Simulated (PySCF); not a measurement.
Mapped SMILES: `[CH3:1][NH:2][Si@@H:3]1[CH2:4][SiH2:5][CH2:6][Si@H:7]([OH:8])[CH2:9]1` (H(Xn): hydrogen on atom n). Ha(C4), Ha(Si5), Ha(C6), Ha(C9) are cis to N2 on the ring; Hb(C4), Hb(Si5), Hb(C6), Hb(C9) are trans to N2 on the ring.

- coordinates at the GFN2-xTB level
- PBE0/pcSseg-1 with gauge-including orbitals
- run in PySCF
- no relativistic terms, rapidly exchanging positions averaged, isolated molecule, single conformer

References, each an isolated molecule treated in the same way: TMS for 13C and 1H and 29Si; NH3 for 15N; 17O vs H2O.

```json
{"atoms": "Hb(C6)", "nucleus": "1H", "count": "1", "Hirshfeld charge": "0.04", "δ (ppm)": "0.15"}
{"atoms": "H(O8)", "nucleus": "1H", "count": "1", "Hirshfeld charge": "0.17", "δ (ppm)": "?"}
{"atoms": "Si5", "nucleus": "29Si", "count": "1", "Hirshfeld charge": "0.33", "δ (ppm)": "-49.3"}
{"atoms": "Ha(C4)", "nucleus": "1H", "count": "1", "Hirshfeld charge": "0.04", "δ (ppm)": "-0.27"}
{"atoms": "N2", "nucleus": "15N", "count": "1", "Hirshfeld charge": "-0.25", "δ (ppm)": "27.8"}
{"atoms": "H(Si3)", "nucleus": "1H", "count": "1", "Hirshfeld charge": "-0.10", "δ (ppm)": "5.05"}
{"atoms": "C6", "nucleus": "13C", "count": "1", "Hirshfeld charge": "-0.26", "δ (ppm)": "1.8"}
{"atoms": "C4", "nucleus": "13C", "count": "1", "Hirshfeld charge": "-0.25", "δ (ppm)": "-4.3"}
{"atoms": "Hb(C9)", "nucleus": "1H", "count": "1", "Hirshfeld charge": "0.04", "δ (ppm)": "0.80"}
{"atoms": "Si7", "nucleus": "29Si", "count": "1", "Hirshfeld charge": "0.41", "δ (ppm)": "-0.6"}
{"atoms": "Ha(C6)", "nucleus": "1H", "count": "1", "Hirshfeld charge": "0.04", "δ (ppm)": "-0.21"}
{"atoms": "H(N2)", "nucleus": "1H", "count": "1", "Hirshfeld charge": "0.11", "δ (ppm)": "?"}
{"atoms": "C1", "nucleus": "13C", "count": "1", "Hirshfeld charge": "-0.07", "δ (ppm)": "?"}
{"atoms": "H(Si7)", "nucleus": "1H", "count": "1", "Hirshfeld charge": "-0.08", "δ (ppm)": "5.01"}
{"atoms": "Ha(Si5)", "nucleus": "1H", "count": "1", "Hirshfeld charge": "-0.09", "δ (ppm)": "?"}
{"atoms": "C9", "nucleus": "13C", "count": "1", "Hirshfeld charge": "-0.26", "δ (ppm)": "?"}
{"atoms": "Hb(C4)", "nucleus": "1H", "count": "1", "Hirshfeld charge": "0.04", "δ (ppm)": "?"}
{"atoms": "O8", "nucleus": "17O", "count": "1", "Hirshfeld charge": "-0.31", "δ (ppm)": "47.7"}
{"atoms": "Hb(Si5)", "nucleus": "1H", "count": "1", "Hirshfeld charge": "-0.08", "δ (ppm)": "4.22"}
{"atoms": "Si3", "nucleus": "29Si", "count": "1", "Hirshfeld charge": "0.38", "δ (ppm)": "?"}
{"atoms": "Ha(C9)", "nucleus": "1H", "count": "1", "Hirshfeld charge": "0.04", "δ (ppm)": "-0.30"}
{"atoms": "H(C1)", "nucleus": "1H", "count": "3", "Hirshfeld charge": "0.04", "δ (ppm)": "2.71"}
```

Task: Complete the table.

Result: 
- C1: 30.7 ppm, methyl carbon bonded to N; the inductive effect lowers its shielding
- C9: 7.2 ppm, sp3 CH2 bonded to 2 Si; an electropositive neighbour leaves it electron-rich and shielded
- Ha(Si5): 4.59 ppm, hydrogen on a silicon bonded to 2 C, in a 6-membered ring
- H(O8): 1.04 ppm, hydrogen on an oxygen bonded to Si; exchangeable, gas-phase position
- H(N2): -0.20 ppm, hydrogen on a nitrogen bonded to C, Si; exchangeable, gas-phase position
- Hb(C4): -0.26 ppm, hydrogen on an sp3 CH2 bonded to 2 Si; an electropositive neighbour shields it, as in TMS itself
- Si3: -15.8 ppm, silicon bonded to 2 C, N, H, in a 6-membered ring

OH/NH shifts are gas-phase values; hydrogen bonding in solution moves them, usually downfield. Shifts are as computed. Against solution values, carbons near 30 ppm lie about +3 ppm off and those near 130 ppm about +5 ppm. Of 1211 compounds with measured shifts, 218 miss one by over three times the rms of a fit or turn the order of signals round; such compounds aren't used in these exercises. Experimental scales use liquid or dissolved standards, which lie at an offset from isolated NH3 (liquid NH3: subtract about 20 ppm) and H2O (liquid H2O: subtract about 36 ppm).
